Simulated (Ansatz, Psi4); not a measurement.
Approach curve of the dimer C2H6 ··· COS (SMILES CC and O=C=S). Monomers: optimised at B3LYP-D3(BJ) (def2-TZVP), held rigid. Orientation: a higher rigid-body minimum at GFN2-xTB. R is the distance of the centres of mass, along which the second monomer moves.

Geometry at R = 4.37 Å (first 8 atoms: monomer A):
```
11

C      0.7625    -0.0184     0.0256
C     -0.7625     0.0184    -0.0256
H      1.2007     0.6693    -0.7004
H      1.1334     0.2644     1.0128
H      1.1431    -1.0175    -0.1957
H     -1.1431     1.0175     0.1957
H     -1.1334    -0.2643    -1.0128
H     -1.2007    -0.6694     0.7004
O      3.5908    -0.4678     2.6170
C      3.8151    -1.1416     1.7054
S      4.1183    -2.0524     0.4730
```

Computed with: SAPT0/jun-cc-pVDZ, frozen core (Psi4); CCSD(T)/aug-cc-pVDZ = CCSD(T) on RHF/aug-cc-pVDZ, frozen core, counterpoise-corrected (Ansatz, a first-principles code).

Interaction energies in kJ/mol:

| R / Å | SAPT0/jun-cc-pVDZ |
|---|---|
| 3.74 | 14.34 |
| 3.92 | 5.30 |
| 4.08 | 1.15 |
| 4.37 | -1.72 |
| 4.49 | -2.04 |
| 4.69 | -2.09 |
| 5.04 | -1.66 |
| 5.45 | -1.10 |
| 5.93 | -0.66 |
| 6.60 | -0.33 |
| 7.53 | -0.14 |
| 8.95 | -0.05 |

Q: Estimate the CCSD(T)/aug-cc-pVDZ values at these points.

A: 3.74: 14.31; 3.92: 4.49; 4.08: 0.06; 4.37: -2.83; 4.49: -3.08; 4.69: -2.97; 5.04: -2.25; 5.45: -1.44; 5.93: -0.83; 6.60: -0.41; 7.53: -0.17; 8.95: -0.05 (kJ/mol).
